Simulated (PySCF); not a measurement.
Choosing a molecule for a target property.

All species are isolated and taken at one optimised geometry, non-relativistic unless stated; the electronic structure was computed with PySCF and density fitting.

Dipoles, sizes and rotational constants follow the conformer. The torsions of the flexible species, by atom-mapped SMILES:
- `[CH3:1][C:2](=[S:3])[C:4]1=[C:5][C:6](=[O:7])[CH2:8][S:9]1`: C1–C2–C4–C5 180°
- `[CH3:1][S:2][C:3]1=[CH:4][CH:5]=[CH:6][CH:7][C@@H:8]1[F:9]`: C1–S2–C3–C4 174°
- `[CH2:1][CH+:2][C:3]([F:4])=[C:5]([F:6])[F:7]`: C1–C2–C3–F4 0°

Question: Wanted: isotropic g value between 2.0036 and 2.0039 (unrestricted B3LYP/pcH-1, mean-field spin–orbit) and smallest rotational constant below 1.3 GHz (GFN2-xTB), at GFN2-xTB geometries. Which candidate meets both?
A. `CC(=S)C1=[C]C(=O)CS1` [radical]
B. `CSC1=CC=C[CH][C@@H]1F` [radical]
C. `[CH2][CH+]C(F)=C(F)F` [radical]
D. `[CH]1/C([C@@](C#N)([C@@H]1F)C#C)=N/[H]` [radical]

Answer: B. Computed values:
| species | isotropic g value | smallest rotational constant |
| --- | --- | --- |
| CC(=S)C1=[C]C(=O)CS1 [radical] | 1.99923 | 0.614 GHz |
| [CH]1/C([C@@](C#N)([C@@H]1F)C#C)=N/[H] [radical] | 2.00338 | 1.163 GHz |
| CSC1=CC=C[CH][C@@H]1F [radical] | 2.00372 | 0.821 GHz |
| [CH2][CH+]C(F)=C(F)F [radical] | 2.00399 | 1.375 GHz |
